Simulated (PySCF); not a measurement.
These are PBE0-D3(BJ)/def2-TZVP run with PySCF values and carry that method's errors. Isolated molecules, 0 K electronic values unless said otherwise. One relaxed conformer stands for a flexible species; it need not be the lowest. 

Reference species (SMILES): `C=[SiH2]` (neutral, multiplicity 1).

The HOMO is -6.62 eV and the S1 oscillator strength is 0.347.

Changed species: `C=[SiH]CC#N` (X = cyanomethyl; the reference has X = H).

Q: Predict the effect on the HOMO and S1 oscillator strength.

A: the HOMO falls by 0.31 eV, to -6.93 eV; the S1 oscillator strength increases by 0.011, to 0.358.
